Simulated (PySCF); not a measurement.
Curvature of the energy in the electron number along the 3d series, charge +2

Calculated with PySCF 2.14, in aug-cc-pVTZ-DK, spin-free X2C, aug-cc-pVTZ, non-relativistic, aug-cc-pVTZ-PP with ECP10MDF, ECP: one orbital is emptied in steps, and each cell gives the departure of E from the straight line at half an electron, in eV (from a cubic fit). The exact functional gives zero.

```
species   orbital    LDA    PBE  r2SCAN   PBE0  BHandHLYP  LC-wPBE  wB97X   UHF
 Sc(2+)  3d alpha  -1.76  -1.72   -1.58  -1.23      -0.76    -0.52  -0.58  0.20
 Ti(2+)  3d alpha  -1.87  -1.83   -1.73  -1.29      -0.77    -0.60  -0.64  0.30
  V(2+)  3d alpha  -1.96  -1.91   -1.79  -1.33      -0.76    -0.64  -0.69  0.40
 Cr(2+)  3d alpha  -2.04  -1.98   -1.83  -1.36      -0.75    -0.69  -0.72  0.48
 Mn(2+)  3d alpha  -2.15  -2.10   -1.96  -1.43      -0.77    -0.79  -0.79  0.57
 Ni(2+)   3d beta  -2.25  -2.18   -2.00  -1.42      -0.68    -0.83  -0.80  0.82
 Cu(2+)   3d beta  -2.31  -2.18   -1.98  -1.41      -0.64    -0.83  -0.73  0.91
 Zn(2+)   3d beta  -2.44  -2.35   -2.15  -1.51      -0.67    -0.98  -0.92  1.01
```

Problem. Estimate the missing row, Co(2+).

Solution. The calculation gives LDA -2.17; PBE -2.11; r2SCAN -1.94; PBE0 -1.39; BHandHLYP -0.70; LC-wPBE -0.78; wB97X -0.77; UHF 0.73.

Problem. How does the mean departure depend on the functional?

Solution. LDA -2.10 eV; PBE -2.04 eV; r2SCAN -1.89 eV; PBE0 -1.38 eV; BHandHLYP -0.72 eV; LC-wPBE -0.74 eV; wB97X -0.74 eV; UHF 0.60 eV. Semilocal functionals are convex (delocalisation error), Hartree-Fock is concave or straight, and exact exchange removes curvature roughly in proportion to its share, so among the functionals the range-separated hybrids usually come closest to zero.
